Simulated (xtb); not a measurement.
C3H8N2Si, SMILES C=C1CN[Si@H]1N. All values are semi-empirical tight-binding results from xtb (GFN2-xTB unless named), good for trends rather than for accurate numbers. Geometry: GFN2-xTB. The structure was generated by enumeration; whether it is a known compound was not checked. One conformer was computed; it need not be the lowest.

Computed properties:
```
Property                                        Result
---------------------------------------  -------------
orbital gap                                    3.91 eV
dipole moment                                   1.53 D
zero-point energy                        67.6 kcal/mol
G − E(el) at 298.15 K (modified RRHO)    47.8 kcal/mol
static polarisability (D4 model)            79.0 bohr³
solvation energy, GFN2-xTB/ALPB(water)   -3.1 kcal/mol
solvation energy, GFN2-xTB/ALPB(hexane)  -4.0 kcal/mol
```
